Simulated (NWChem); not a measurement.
System: C$_{5}$H$_{14}$O$_{2}$Si; SMILES CCO[SiH](C)OCC

NWChem input:

```
start job
memory heap 200 mb stack 900 mb global 1100 mb
geometry units angstroms noautosym nocenter noautoz
  Si    -0.933569    -0.075962     0.388698
  C     -2.379804     0.153621    -0.758672
  O     -0.018210     1.306244     0.538519
  C      0.533778     2.038263    -0.529968
  C      1.429528     3.128328     0.011989
  O     -0.037942    -1.325636    -0.248909
  C      1.074544    -1.917223     0.380753
  C      1.477742    -3.166358    -0.368257
  H     -1.328214    -0.393935     1.789905
  H     -2.039586     0.334229    -1.790108
  H     -3.000421     1.006292    -0.442950
  H     -3.010649    -0.748384    -0.767587
  H      1.110931     1.371841    -1.199407
  H     -0.271284     2.485506    -1.145172
  H      0.859218     3.803945     0.666840
  H      1.864879     3.720508    -0.807334
  H      2.249635     2.694883     0.603803
  H      1.919203    -1.203114     0.412075
  H      0.834915    -2.167391     1.433031
  H      1.731459    -2.924702    -1.411343
  H      2.352989    -3.639002     0.102902
  H      0.651900    -3.893357    -0.379476
end
basis spherical
  Si library pcsseg-1
  C library pcsseg-1
  O library pcsseg-1
  H library pcsseg-1
end
dft
  xc pbe0
  iterations 150
  semidirect filesize 400000000
end
property
  shielding
end
task dft property
```

The geometry was optimised at PBE0/def2-SVP. Not confirmed as a minimum by frequencies.

GIAO values for the isolated, static molecule; σ is the absolute isotropic shielding, δ = σ(reference) − σ with the isolated reference molecule computed at the same levels (13C: tetramethylsilane, 1H: tetramethylsilane, 17O: water).

Atoms are numbered as in the input.

**Question.** Give the results of this calculation. (PBE0/pcSseg-1, GIAO.) Quantities: δ C2 (ppm); δ C5 (ppm); δ O6 (ppm); δ C7 (ppm); δ C8 (ppm); δ H18 (ppm); δ H20 (rotor mean) (ppm).

**Answer.** 
| Item | Result |
|---|---|
| δ C2 (ppm) | -3.8 |
| δ C5 (ppm) | 19.9 |
| δ O6 (ppm) | 71.6 |
| δ C7 (ppm) | 61.7 |
| δ C8 (ppm) | 20.0 |
| δ H18 (ppm) | 3.86 |
| δ H20 (rotor mean) (ppm) | 1.27 |
